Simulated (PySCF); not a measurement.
# Radial density of Cu⁺ (copper, charge +1)

UHF, [Ar] 3d10, closed-shell 1S. Computed with PySCF 2.14 in aug-cc-pVDZ-DK (7s6p4d2f, 59 functions), with scalar relativity by spin-free X2C-1e.

```tsv
r (bohr)	4πr²ρ (e/bohr)
0.000925	0.2728
0.00156	0.6810
0.00262	1.664
0.00440	3.920
0.00740	8.699
0.0125	17.35
0.0209	28.78
0.0352	35.36
0.0593	30.20
0.0997	30.27
0.168	40.23
0.282	23.59
0.474	20.09
0.798	18.89
1.34	5.279
2.26	0.7299
3.80	0.04236
6.39	1.802e-05
```

Densities and radii are taken from the X2C orbitals without a picture-change correction, which distorts them close to the nucleus.
